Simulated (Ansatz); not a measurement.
Start from `F[SiH2]/C=C/[SiH3]` and change one atom or group to get `[SiH3]/C=C/Br`.

Ansatz, PBE0-D4/def2-TZVP geometries, multiplicity 1. Each molecule was computed in one conformer, which needn't be the lowest.

Scalar relativity is left out up to krypton. Spin–orbit coupling is left out; it splits and shifts lone-pair levels of the heavy atoms by tenths of an eV.

```
                                          property  `F[SiH2]/C=C/[SiH3]`
size of the dipole moment (ωB97M-V/def2-TZVPP) / D                  1.15
                 HOMO energy (PBE/def2-TZVPP) / eV                 -7.09
               HOMO–LUMO gap (PBE/def2-TZVPP) / eV                  4.98
                LUMO energy (PBE0/def2-TZVPP) / eV                 -1.15
    size of the dipole moment (PBE/def2-TZVPP) / D                  1.08
           HOMO–LUMO gap (ωB97M-V/def2-TZVPP) / eV                 11.34
```

Q: Give the same properties after the change, and the shifts. (An estimate is asked.)

A: The calculation gave: 
| property | `[SiH3]/C=C/Br` | shift |
| --- | --- | --- |
| size of the dipole moment (ωB97M-V/def2-TZVPP) / D | 0.90 | -0.25 |
| HOMO energy (PBE/def2-TZVPP) / eV | -6.43 | 0.66 |
| HOMO–LUMO gap (PBE/def2-TZVPP) / eV | 4.63 | -0.35 |
| LUMO energy (PBE0/def2-TZVPP) / eV | -0.84 | 0.31 |
| size of the dipole moment (PBE/def2-TZVPP) / D | 0.77 | -0.31 |
| HOMO–LUMO gap (ωB97M-V/def2-TZVPP) / eV | 10.94 | -0.40 |

With PBE0 the HOMO rises by 0.66 eV and the LUMO rises by 0.31 eV, so the gap narrows by about 0.35 eV. PBE moves the HOMO by 0.66 eV and ωB97M-V by 0.72 eV. Dipoles are sizes alone; their direction can turn.

Positive LUMOs are unbound, so they and the gaps depend on the basis.
